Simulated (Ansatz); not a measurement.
`C=[C](F)[GaH2]` + `BO` → `B[O][GaH2]` + `C=CF` at 500 K and 1 bar (ligand exchange at a Ga–C bond).

Isolated molecules relaxed with PBE0-D4/def2-TZVP in Ansatz; ΔE leaves out vibrations. CBS: MP2 limit from def2 TZ/QZ plus the TZ coupled-cluster correction, frozen cores. This one scheme is used for every species. For Ga outer-core shells are correlated without core-valence functions, which leaves a few kJ/mol of doubt a bond. Scalar relativity is left out up to krypton.

```
         species  CCSD(T)/CBS energy (Eh)  H − E (kJ/mol)  S (J/(mol·K))
`C=[C](F)[GaH2]`              -2102.18893           162.2          371.0
            `BO`               -101.80414           113.6          256.0
    `B[O][GaH2]`              -2026.35181           135.2          360.8
          `C=CF`               -177.66469           139.4          282.9
```

H − E and S are ideal-gas, rigid-rotor, harmonic terms from PBE0-D4/def2-TZVP. 1 Eh = 2625.50 kJ/mol, R = 8.31446 J/(mol·K).

By hand: ΔE, ΔH, ΔS and ΔG.

ΔE = (-2026.35181) + (-177.66469) − (-2102.18893) − (-101.80414) = -0.02343 Eh = -61.5 kJ/mol. Δ(H − E) = 135.2 + 139.4 − 162.2 − 113.6 = -1.2, so ΔH = -62.7 kJ/mol. ΔS = 360.8 + 282.9 − 371.0 − 256.0 = 16.7 J/(mol·K). ΔG = -62.7 − 500 × (16.7)/1000 = -71.0 kJ/mol.

By hand: the equilibrium constant, and the temperature at which ΔG would vanish if ΔH and ΔS stayed fixed.

log₁₀ K = −ΔG/(RT ln 10) = 7.4. ΔH and −TΔS have one sign here, so there is no such temperature.

ΔH outweighs TΔS. A doubt of 5 kJ/mol in ΔE shifts log₁₀ K by 0.5 here. These are equilibria of isolated gas molecules and say nothing of rates. Largest T1 diagnostic: 0.016 (customary marks: 0.02 for closed shells, 0.045 for open ones).
